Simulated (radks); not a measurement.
Problem. Successive ionisation energies (eV) of one element, from differences of total energies of ions in their ground configurations, starting at charge 22: 702.92, 741.63, 780.80, 820.37, 988.16, 1028.4, 1068.1, 1120.1, 1161.7, 1202.8, 1339.7, 1386.7, 2381.9, 2480.3, 2579.9, 2680.4, 2781.8, 2913.8, 3020.3, 3127.8, 3236.3, 3345.5. Calculated with a radial shooting solver on a logarithmic mesh with Libxc functionals: scalar-relativistic Kohn-Sham, PBEsol, spin-polarised, spherical densities, finite nucleus; open shells are filled with parallel spins first (spin-orbit coupling, left out, can overturn this in heavy ions); Fermi nuclear charge, rms radius 5.0819 fm. Which element is it?

Solution. Samarium (Z = 62). The first species listed is Sm22+ in [Kr] 4d4, the last Sm43+ in [Ar] 3d1.
